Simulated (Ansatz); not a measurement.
Wavefunction ladder for H10N2Si3 (`N[Si](N)([SiH3])[SiH3]`)

Cartesian coordinates in Å:
```
N 1.5077 0.9676 0.8669
Si 0.3565 0.1541 -0.1206
N 1.0009 0.1165 -1.7161
Si -0.0545 -2.1010 0.4243
Si -1.6455 1.3661 0.1510
H 1.2174 1.4386 1.7080
H 2.4475 0.6107 0.9479
H 0.7199 -0.6012 -2.3638
H 1.2260 0.9768 -2.1918
H 1.2174 -2.8548 0.6197
H -0.8383 -2.7975 -0.6373
H -0.8348 -2.1836 1.6912
H -1.9770 1.5788 1.5903
H -1.5647 2.7055 -0.5002
H -2.7786 0.6233 -0.4697
```

Charge 0, multiplicity 1. The geometry is a stationary point of PBE0-D4/def2-TZVP. It is one conformer, not always the lowest. Frozen core, restricted reference, Ansatz 0.2.0. CBS rows extrapolate triple and quadruple zeta; past MP2 they add the triple-zeta difference.

```csv
basis,HF (Eh),MP2 corr.,CCSD corr.,(T),CCSD(T) total
def2-TZVPP,-981.65419,-0.81032,-0.88176,-0.03313,-982.56908
def2-QZVPP,-981.68720,-0.86974,–,–,–
CBS(def2),-981.69175,-0.91376,-0.98520,as TZ,-982.71008
```
